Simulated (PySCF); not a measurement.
Electronic absorption of C6H8O2

Species: C₆H₈O₂.
SMILES: `CCC1=COC=CO1`

Theory: PySCF 2.14.0, density-fitted response routines, TDDFT PBE0/def2-SVPD, vertical, gas phase, core orbitals frozen in the response. Geometry: GFN2-xTB, one conformer, isolated molecule. Torsions of this conformer, `[CH3:1][CH2:2][C:3]1=[CH:4][O:5][CH:6]=[CH:7][O:8]1`: C1–C2–C3–C4 106°.

Problem. What does the calculation give for the low-lying excited states?

Solution. 

```json
{"state": "S1", "E (eV)": "4.12", "E (kJ/mol)": "397", "λ (nm)": "301.0", "f": "0.0019", "|μ| (D)": "0.35", "main configurations (H = HOMO, L = LUMO)": "H→L (99%)"}
{"state": "S2", "E (eV)": "4.91", "E (kJ/mol)": "474", "λ (nm)": "252.6", "f": "0.014", "|μ| (D)": "0.88", "main configurations (H = HOMO, L = LUMO)": "H→L+1 (91%)"}
{"state": "S3", "E (eV)": "5.70", "E (kJ/mol)": "550", "λ (nm)": "217.6", "f": "0.0064", "|μ| (D)": "0.54", "main configurations (H = HOMO, L = LUMO)": "H→L+2 (88%)"}
{"state": "S4", "E (eV)": "5.88", "E (kJ/mol)": "567", "λ (nm)": "210.9", "f": "0.0072", "|μ| (D)": "0.57", "main configurations (H = HOMO, L = LUMO)": "H→L+3 (71%), H→L+4 (11%)"}
{"state": "S5", "E (eV)": "6.12", "E (kJ/mol)": "590", "λ (nm)": "202.7", "f": "0.0014", "|μ| (D)": "0.25", "main configurations (H = HOMO, L = LUMO)": "H→L+5 (53%), H→L+4 (24%), H→L+3 (18%)"}
{"state": "S6", "E (eV)": "6.33", "E (kJ/mol)": "611", "λ (nm)": "195.8", "f": "0.0075", "|μ| (D)": "0.56", "main configurations (H = HOMO, L = LUMO)": "H→L+4 (61%), H→L+5 (33%)"}
{"state": "S7", "E (eV)": "6.50", "E (kJ/mol)": "628", "λ (nm)": "190.6", "f": "0.0084", "|μ| (D)": "0.58", "main configurations (H = HOMO, L = LUMO)": "H→L+6 (74%), H-1→L (23%)"}
{"state": "S8", "E (eV)": "6.76", "E (kJ/mol)": "652", "λ (nm)": "183.5", "f": "0.0028", "|μ| (D)": "0.33", "main configurations (H = HOMO, L = LUMO)": "H→L+7 (89%)"}
```

Triplets (Tamm–Dancoff): T1 3.09 eV, H→L (94%); T2 4.44 eV, H-1→L (41%), H→L+6 (33%); T3 4.68 eV, H→L+1 (79%).

The lowest singlet comes at 301 nm (397 kJ/mol) in the ultraviolet; it is very weak; its leading configuration is HOMO→LUMO (99%). The most intense listed level is S2 at 4.91 eV (253 nm, f = 0.014), 0.79 eV above S1. Löwdin shares by element: HOMO oxygen 44%, carbon 26% or more (atoms not listed hold the other 30%); LUMO carbon 69% or more (atoms not listed hold the other 31%). Orbital energies (eV): HOMO-3 -10.02, HOMO-2 -9.63, HOMO-1 -8.06, HOMO -5.51, LUMO -0.04, LUMO+1 0.63, LUMO+2 1.20. Of the 8 states listed, 1 reaches f = 0.01 and none stays under 0.0005. The oscillator strengths of these states sum to 0.050; summed over the whole spectrum of an exact calculation they would give the number of electrons, 60 (Thomas–Reiche–Kuhn). Singlets were solved by full linear response, triplets in the Tamm–Dancoff approximation.

Time: 72 s. Hardware: Arm Neoverse N1, one thread (shared host).
